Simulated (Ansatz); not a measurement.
C2H7BCl3N, SMILES `C[NH+](C)[B-](Cl)(Cl)Cl`. Charge 0, multiplicity 1. The geometry is a stationary point of PBE0-D4/def2-TZVP. It is one conformer, not always the lowest.

```xyz
14

C    -1.280    0.653    0.225
N     0.116    0.173    0.307
C     0.945    0.840   -0.720
B     0.250   -1.449    0.303
Cl    2.031   -1.815    0.552
Cl   -0.737   -2.047    1.729
Cl   -0.382   -2.051   -1.302
H    -1.861    0.200    1.024
H    -1.295    1.740    0.309
H    -1.688    0.348   -0.737
H     0.484    0.428    1.223
H     0.860    1.921   -0.608
H     0.580    0.537   -1.700
H     1.978    0.524   -0.606
```

(1) What is the dipole moment at ωB97M-V/def2-TZVPP? (An estimate is asked.)

(2) And with PBE, r2SCAN, B3LYP? (Estimate.)

(3) Give the Mulliken charges with ωB97M-V, r2SCAN, B3LYP in def2-TZVPP. (An estimate is asked.)

Results:

(1) Ansatz gave: 6.50 D, with components (-0.70, 6.45, -0.38) D in this frame, pointing from negative to positive charge.

(2) The calculation gave: PBE 6.29 D, r2SCAN 6.49 D, B3LYP 6.47 D.

(3) Computed: 
```csv
atom,ωB97M-V,r2SCAN,B3LYP
C1,-0.23,-0.13,-0.20
N2,-0.05,0.10,0.02
C3,-0.23,-0.13,-0.20
B4,0.06,0.17,0.20
Cl5,-0.18,-0.23,-0.23
Cl6,-0.18,-0.23,-0.23
Cl7,-0.18,-0.23,-0.23
H8,0.15,0.10,0.13
H9,0.13,0.07,0.11
H10,0.15,0.10,0.12
H11,0.15,0.14,0.15
H12,0.13,0.07,0.11
H13,0.15,0.10,0.12
H14,0.15,0.10,0.13
```

B3LYP here is the variant with VWN-RPA as its local correlation; programs differ in this.
